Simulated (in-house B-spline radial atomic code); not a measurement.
## Ionising N IV (N3+) with different functionals

Computed with a radial B-spline atomic code at the basis-set limit: scalar-relativistic (spin-free X2C) Hamiltonian, Fermi nucleus of rms radius 2.5582 fm, spin-polarised at highest spin, spherical fractional occupations for the functionals, the average over the highest-spin determinants for Hartree-Fock. The ionisation energy is the difference of two self-consistent energies, [He] 2s2 → [He] 2s1, without Breit or QED terms; ε is the level of the shell that loses the electron (its least bound occupied spin orbital).

```
           method                    rung  ΔSCF (eV)  -ε(2s) (eV)
     Hartree-Fock            Hartree-Fock      75.02        75.33
    HF fractional            Hartree-Fock      75.02        75.33
         LDA VWN5                     LDA      76.21        67.80
         LDA PW92                     LDA      76.20        67.79
LDA exchange-only                     LDA      74.10        66.19
              PBE                     GGA      76.49        68.12
           PBEsol                     GGA      76.11        67.85
             BLYP                     GGA      76.46        68.07
             RPBE                     GGA      76.62        68.18
             PW91                     GGA      76.60        68.20
             BP86                     GGA      76.55        68.21
             AM05                     GGA      76.01        67.76
             OLYP                     GGA      76.45        68.15
             TPSS                meta-GGA      76.51        68.49
           r2SCAN                meta-GGA          ?            ?
          revTPSS                meta-GGA      76.45        68.57
             PBE0           global hybrid          ?            ?
            B3LYP           global hybrid      76.59        69.86
            TPSSh           global hybrid      76.49        69.27
        BHandHLYP           global hybrid      76.36        72.16
          r2SCAN0           global hybrid      75.95        70.42
            B97-1           global hybrid      76.61        69.86
            HSE06  range-separated hybrid      76.40        69.76
            wB97X  range-separated hybrid      75.64        72.83
        CAM-B3LYP  range-separated hybrid      76.54        71.77
          LC-wPBE  range-separated hybrid      76.60        73.42
```

What does PBE0 give?

ΔSCF 76.40 eV, and -ε(2s) = 70.18 eV.

What does r2SCAN give?

ΔSCF 75.87 eV, and -ε(2s) = 68.52 eV.

Among the functionals, which spreads more, the ΔSCF values or the orbital energies?

The orbital energies: ΔSCF values span about 2.52 eV and the orbital energies 7.23 eV.

How do they compare with the NIST value?

NIST lists 77.474 eV (measured, ground level to ground level). Errors run from -3.38 to -0.86 eV; RPBE is closest (-0.86 eV), but part of that can be cancellation, since the calculations leave out Breit-QED terms, the near-degeneracy of s² and p². Hartree-Fock also lacks correlation.
